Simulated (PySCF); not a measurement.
Mo(NH)2(Cl)(NH2) (ClH₄MoN₃), SMILES [NH]=[Mo](=[NH])([Cl])[NH2], multiplicity 1. Geometry optimised at B3LYP-D3(BJ)/def2-SVP. The multiplicity is an assumed one; no other spin state was optimised. The structure was generated by enumeration; whether it is a known compound was not checked. The def2 effective core potentials stand for the cores of Mo; spin–orbit coupling is left out. The values are those of a single conformer.

Question: Give the equilibrium geometry at B3LYP-D3(BJ)/def2-SVP (PySCF confirms it by a frequency run) as a Z-matrix, and its point group. (An estimate is asked for; the answer gives what the named calculation found.)

Answer: This is not unique; one that fits is point group Cs.
```
Mo
N 1 1.7334
H 2 1.0194 1 155.79
N 1 1.7334 2 112.29 3 7.72
H 4 1.0194 1 155.79 2 -7.72
N 1 1.9371 2 107.14 3 125.09
H 6 1.0177 1 123.42 2 20.77
H 6 1.0177 7 111.10 1 164.17
Cl 1 2.3254 2 108.85 3 -112.88
```
